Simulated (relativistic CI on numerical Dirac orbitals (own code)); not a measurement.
**Calculated levels, Sb47+**

Computed by Dirac-Coulomb-Breit CI, orbitals from a KLI potential per configuration, a model potential for QED, unscaled Slater integrals (own radial code, finite nucleus).

CI space (outside the closed core 1s2): 2s², 2s2p, 2p², 2p3s, 2p3p, 2s3s, 2s3p, 2s3d, 2s4s, 2s4p, 2s4d, 2s4f, 2s5s, 3s², 2s5p, 2s5d, 2s5f, 2s5g, 3s3p, 3p². Levels of other configurations are missing.

```tsv
No.	Configuration	Term	J	E (eV)	%	jj configuration (%)
1	2s²	¹S	0	0.00	98	closed (98)
2	2s2p	³P°	0	96.71	100	2s 2p1/2 (100)
3	2s2p	³P°	1	117.95	78	2s 2p1/2 (99)
4	2p²	³P	0	280.20	72	2p1/2^2 (98)
5	2s2p	³P°	2	381.30	100	2s 2p3/2 (100)
6	2s2p	¹P°	1	442.58	78	2s 2p3/2 (99)
7	2p²	³P	1	537.94	100	2p1/2 2p3/2 (100)
8	2p²	¹D	2	553.00	62	2p1/2 2p3/2 (100)
9	2p²	³P	2	831.33	62	2p3/2^2 (100)
10	2p²	¹S	0	877.81	72	2p3/2^2 (99)
11	2s3s	³S	1	4773.27	100	2s 3s (100)
12	2s3s	¹S	0	4793.20	98	2s 3s (98)
13	2s3p	³P°	0	4820.76	100	2s 3p1/2 (100)
14	2s3p	³P°	1	4821.66	68	2s 3p1/2 (99)
15	2p3s	³P°	1	4887.78	41	2p1/2 3s (64)
16	2p3s	³P°	0	4896.53	100	2p1/2 3s (100)
17	2s3p	³P°	2	4904.33	100	2s 3p3/2 (100)
18	2s3d	³D	1	4917.34	48	2p1/2 3p1/2 (52)
19	2s3p	¹P°	1	4919.37	47	2s 3p3/2 (64)
20	2s3d	³D	2	4930.69	84	2s 3d3/2 (92)
21	2s3d	³D	1	4935.87	52	2s 3d3/2 (52)
22	2s3d	³D	3	4951.21	100	2s 3d5/2 (100)
23	2p3p	³P	0	4957.18	70	2p1/2 3p1/2 (99)
24	2s3d	¹D	2	4963.77	83	2s 3d5/2 (90)
25	2p3p	³P	1	5021.94	47	2p1/2 3p3/2 (99)
26	2p3p	³D	2	5023.93	55	2p1/2 3p3/2 (97)
27	2p3s	³P°	2	5185.86	100	2p3/2 3s (100)
28	2p3s	¹P°	1	5193.38	68	2p3/2 3s (99)
29	2p3p	³P	1	5227.84	53	2p3/2 3p1/2 (100)
30	2p3p	³D	2	5230.05	44	2p3/2 3p1/2 (99)
31	2p3p	³D	3	5300.95	100	2p3/2 3p3/2 (100)
32	2p3p	¹P	1	5301.54	52	2p3/2 3p3/2 (100)
33	2p3p	³P	2	5321.64	62	2p3/2 3p3/2 (100)
34	2p3p	¹S	0	5340.25	70	2p3/2 3p3/2 (100)
35	2s4s	³S	1	6416.15	100	2s 4s (100)
36	2s4s	¹S	0	6423.44	100	2s 4s (100)
37	2s4p	³P°	0	6434.52	100	2s 4p1/2 (100)
38	2s4p	³P°	1	6435.10	70	2s 4p1/2 (100)
39	2s4p	³P°	2	6469.42	100	2s 4p3/2 (100)
40	2s4p	¹P°	1	6471.11	70	2s 4p3/2 (100)
41	2s4d	³D	1	6478.83	100	2s 4d3/2 (100)
42	2s4d	³D	2	6480.25	80	2s 4d3/2 (95)
43	2s4d	³D	3	6489.15	100	2s 4d5/2 (100)
44	2s4d	¹D	2	6493.37	80	2s 4d5/2 (95)
45	2s4f	³F°	2	6495.21	100	2s 4f5/2 (100)
46	2s4f	³F°	3	6495.42	67	2s 4f5/2 (99)
47	2s4f	³F°	4	6500.08	100	2s 4f7/2 (100)
48	2s4f	¹F°	3	6500.97	67	2s 4f7/2 (99)
49	2s5s	³S	1	7164.05	100	2s 5s (100)
50	2s5s	¹S	0	7167.39	100	2s 5s (100)
51	2s5p	³P°	0	7173.24	100	2s 5p1/2 (100)
52	2s5p	³P°	1	7173.50	69	2s 5p1/2 (100)
53	2s5p	³P°	2	7191.01	100	2s 5p3/2 (100)
54	2s5p	¹P°	1	7191.79	69	2s 5p3/2 (100)
55	2s5d	³D	1	7195.77	100	2s 5d3/2 (100)
56	2s5d	³D	2	7196.43	78	2s 5d3/2 (96)
57	2s5d	³D	3	7201.06	100	2s 5d5/2 (100)
58	2s5d	¹D	2	7202.94	78	2s 5d5/2 (96)
59	2s5f	³F°	2	7203.92	100	2s 5f5/2 (100)
60	2s5f	³F°	3	7204.07	69	2s 5f5/2 (98)
61	2s5f	³F°	4	7206.42	100	2s 5f7/2 (100)
62	2s5f	¹F°	3	7206.97	69	2s 5f7/2 (98)
63	2s5g	³G	4	7207.03	57	2s 5g7/2 (100)
64	2s5g	³G	3	7207.09	100	2s 5g7/2 (100)
65	2s5g	³G	5	7208.57	100	2s 5g9/2 (100)
66	2s5g	¹G	4	7208.65	57	2s 5g9/2 (100)
```

Energies count from the lowest computed level; ° marks odd parity. Filled j subshells are mostly left out of the jj labels.

The mean weight of the leading LS term, summed over parents, in these 66 levels is 81 %, and that of the leading jj configuration (from the same eigenvectors) 97 %, so jj coupling describes them better and the LS labels are nominal.

At this charge energies of transitions that change n are usually good to better than 1 %, and those within a shell (Δn = 0) to a few per cent.

LS names give the leading component of a level, which can be under half, so a name can repeat, a term be missing and a line seem to break the LS rules.
